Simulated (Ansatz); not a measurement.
Basis sets compared for Al4H (the lowest doublet isomer of a short search). Charge 0, multiplicity 2. Geometry PBE0-D4/def2-SVP. Ansatz on 4 threads of Arm Neoverse V1 on a shared host; times are rough, and most runs start from earlier orbitals.

```xyz
5

Al   -1.788    0.482    0.654
Al    1.813   -0.516   -0.549
Al   -0.480   -1.662   -0.057
Al    0.636    1.448    0.701
H    -0.182    0.248   -0.749
```

In the doublet geometry the species has come apart into loosely held pieces. The structure comes from a short search, and lower isomers may exist.

Binding counts from free atoms (Al doublet, H doublet) in the same basis, without a counterpoise term.

| level | functions | energy (Eh) | HOMO (eV) | LUMO (eV) | binding per atom (eV) | wall time |
| --- | --- | --- | --- | --- | --- | --- |
| PBE-D4/def2-SVP | 77 | -969.4116 | -4.37 | -4.03 | 1.89 | 1.4 s |
| PBE-D4/def2-TZVP (with forces) | 154 | -969.7574 | -4.27 | -3.94 | 1.89 | 4.1 s |
| r2SCAN-D4/def2-TZVP | 154 | -970.1646 | -4.46 | -3.73 | 1.86 | 16 s |
| PBE0-D4/def2-SVP | 77 | -969.4884 | -5.11 | -3.37 | 1.80 | 1.8 s |
| PBE0-D4/def2-TZVP | 154 | -969.8296 | -4.99 | -3.26 | 1.81 | 6 s |

Question: Estimate the rows for PBE-D4/def2-TZVPD, r2SCAN-D4/def2-TZVPD, PBE0-D4/def2-TZVPD.

Answer: 
```
               level  functions  energy (Eh)  HOMO (eV)  LUMO (eV)  binding per atom (eV)  wall time
   PBE-D4/def2-TZVPD        181    -969.7580      -4.26      -3.94                   1.89        8 s
r2SCAN-D4/def2-TZVPD        181    -970.1654      -4.44      -3.71                   1.87       21 s
  PBE0-D4/def2-TZVPD        181    -969.8303      -4.98      -3.25                   1.81       12 s
```
